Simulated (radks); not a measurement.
The numbers below are computed, except where a source is named.
Species: Rb VIII. Configuration: [Ar] 3d10 4s2 (the NIST ground configuration).

Level of theory: Dirac Kohn-Sham, LDA (Slater exchange, Perdew-Wang correlation), spin-unpolarised, spherical densities, point nucleus (a radial shooting solver on a logarithmic mesh with Libxc functionals).

Energy parts (hartree):
part                       energy
total                 -2964.10840
kinetic                3048.06579
electron-nucleus      -7038.00502
Hartree                1119.70124
exchange-correlation    -93.87040

Orbitals (lengths in bohr, moments of r in powers of bohr; r(90%) holds 90 % of the orbital's charge):
orbital,occ.,eigenvalue (hartree),<1/r>,r(90%)
1s1/2,2,-555.6161,37.83,0.0722
2s1/2,2,-77.77567,8.493,0.275
2p1/2,2,-70.99771,8.471,0.249
2p3/2,4,-68.76572,8.160,0.255
3s1/2,2,-14.93248,2.829,0.757
3p1/2,2,-12.49708,2.723,0.775
3p3/2,4,-12.15797,2.648,0.790
3d3/2,4,-7.87261,2.427,0.836
3d5/2,6,-7.81427,2.407,0.841
4s1/2,2,-4.63244,1.069,1.83
4p1/2,0,-3.93786,0.9867,1.97
4p3/2,0,-3.88115,0.9702,2.00
5s1/2,0,-2.20712,0.5573,3.45

The highest occupied level is 4s1/2 at -126.06 eV. The density falls to 0.001 e/bohr^3 at r = 2.46 bohr.
